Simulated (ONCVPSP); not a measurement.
# An odd input for ONCVPSP 4.0.1 (boron (B))

Command:

```bash
oncvpspnr.x < B.dat > B.out
```

Input:

```
# ATOM AND REFERENCE CONFIGURATION
# atsym  z   nc   nv     iexc    psfile
  B 5.00    1    2  -116133      upf
#
#   n    l    f
    1    0    2.00
    2    0    2.00
    2    1    0.75
#
# PSEUDOPOTENTIAL AND OPTIMIZATION
# lmax
    1
#
#   l,   rc,      ep,       ncon, nbas, qcut
    0    1.45    0.00    4    8    5.70
    1    2.50    0.00    4    8    6.50
    2    2.50    0.13    3    6    3.30
#
# LOCAL POTENTIAL
# lloc, lpopt,  rc(5),   dvloc0
    4    3    1.15    0.00
#
# VANDERBILT-KLEINMAN-BYLANDER PROJECTORs
# l, nproj, debl
    0    2    2.60
    1    2    1.50
    2    3    3.20
#
# MODEL CORE CHARGE
# icmod, fcfact, rcfact
    1    0.65    0.00
#
# LOG DERIVATIVE ANALYSIS
# epsh1, epsh2, depsh
   -2.00    5.00    0.02
#
# OUTPUT GRID
# rlmax, drl
    6.00    0.01
#
# TEST CONFIGURATIONS
# ncnf
    4
# nvcnf
#   n    l    f
    2
    2    0    2.00
    2    1    1.00
#
    2
    2    0    2.00
    2    1    0.00
#
    2
    2    0    1.00
    2    1    0.00
#
    2
    2    0    1.00
    2    1    2.00
#
```

This is an input that runs to its end, with one change: lmax lowered by one with the lists unchanged.

How does the run end?

The program refuses the input: "Read ERROR, input data file line 17". (oncvpspnr.x prints a scalar-relativistic banner.)

```
ONCVPSP  (Optimized Norm-Conservinng Vanderbilt PSeudopotential)
scalar-relativistic version 4.0.1

Read ERROR, input data file line  17
Program will stop
```
